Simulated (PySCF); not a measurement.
# Excitation energy of N by level of theory

N [He] 2s2 2p3 (4S) → N [He] 2s1 2p4 (4P), as a difference of total energies. Calculation: PySCF 2.14, in x2c-QZVPPall with one added diffuse shell each of s, p, d, f type (8s5p4d3f1g, 73 functions); the spin-free X2C one-electron Hamiltonian (Gaussian nucleus). Correlated levels: valence and next inner shell: nothing frozen. The calculations carry no spin-orbit coupling.

| method | excitation energy (eV) | error (eV) |
| --- | --- | --- |
| UHF | 10.895 | -0.032 |
| MP2 (valence and next inner shell) | 11.034 | +0.107 |
| SCS-MP2 (valence and next inner shell) | 11.061 | +0.134 |
| CCSD (valence and next inner shell) | 10.861 | -0.066 |
| CCSD(T) (valence and next inner shell) | 10.800 | -0.127 |

Reference: 10.927 eV (measured; NIST levels, between the centres of gravity of the two terms).

Errors of the correlated levels include the incompleteness of this basis.
